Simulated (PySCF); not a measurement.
CH₇NOSi₂, SMILES C1N[SiH2]O[SiH2]1.

Geometry optimised at PBE0-D3(BJ)/def2-SVP. The structure was generated by enumeration, and PubChem lists no compound with its InChIKey, so it may never have been made. The values are those of a single conformer.

Method: PySCF with PBE/def2-TZVP.

The molecule is in vacuum.

Computed frontier levels, gap, dipole moment and polarisability:
The highest occupied level is -5.50 eV. The lowest empty level comes out as -0.72 eV. The orbital gap is 4.77 eV. The dipole moment is 2.09 D, the quadrupole, principal values (traceless, Buckingham form, about the centre of nuclear charge) is -3.24, 0.19, 3.05 D·Å and the mean static polarisability comes out as 70.6 bohr³ (10.47 Å³). The polarisability, principal values comes out as 63.3, 67.5, 81.1 bohr³.
